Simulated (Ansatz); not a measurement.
C₆H₁₆Sn, SMILES `C[CH](C)[SnH2][CH](C)C`. Total charge 0; spin multiplicity 1. Sn: def2 effective core potential. All single points use the PBE0-D4/def2-TZVP geometry. It is one conformer, not always the lowest.

```xyz
23

C    -2.093    0.103   -2.318
C    -0.782    0.314   -1.575
C    -0.394    1.784   -1.520
Sn   -0.861   -0.526    0.419
C     1.001   -0.180    1.470
C     0.973   -0.790    2.863
C     2.178   -0.692    0.652
H    -2.923    0.611   -1.816
H    -2.356   -0.954   -2.401
H    -2.035    0.510   -3.335
H     0.009   -0.242   -2.090
H     0.571    1.942   -1.032
H    -1.139    2.374   -0.976
H    -0.325    2.209   -2.529
H    -1.141   -2.221    0.338
H    -2.166    0.199    1.272
H     1.080    0.909    1.562
H     0.157   -0.394    3.472
H     0.855   -1.878    2.820
H     1.911   -0.589    3.396
H     2.118   -1.774    0.498
H     2.235   -0.222   -0.334
H     3.127   -0.493    1.165
```

**Question.** What is the dipole moment at r2SCAN/def2-TZVPP? (Estimate.)

**Answer.** Ansatz gave: 1.05 D, with components (0.83, 0.51, -0.40) D in this frame, pointing from negative to positive charge.

**Question.** And with PBE, B3LYP, ωB97M-V? (Best estimate.)

**Answer.** Computed: PBE 1.06 D, B3LYP 1.04 D, ωB97M-V 0.97 D.

**Question.** Give the Mulliken charges with r2SCAN, PBE, B3LYP in def2-TZVPP. (Estimate.)

**Answer.** Ansatz gave: 
```
atom  r2SCAN    PBE  B3LYP
  C1   -0.17  -0.27  -0.28
  C2   -0.15  -0.21  -0.23
  C3   -0.17  -0.27  -0.28
 Sn4    0.61   0.63   0.71
  C5   -0.15  -0.21  -0.23
  C6   -0.17  -0.27  -0.28
  C7   -0.17  -0.27  -0.28
  H8    0.05   0.09   0.09
  H9    0.05   0.09   0.09
 H10    0.04   0.07   0.07
 H11    0.04   0.08   0.08
 H12    0.05   0.08   0.09
 H13    0.06   0.09   0.09
 H14    0.04   0.08   0.08
 H15   -0.14  -0.13  -0.15
 H16   -0.14  -0.13  -0.15
 H17    0.04   0.08   0.08
 H18    0.05   0.09   0.09
 H19    0.05   0.09   0.09
 H20    0.04   0.07   0.07
 H21    0.06   0.09   0.09
 H22    0.05   0.08   0.09
 H23    0.04   0.08   0.08
```

B3LYP here is the variant with VWN-RPA as its local correlation; programs differ in this.
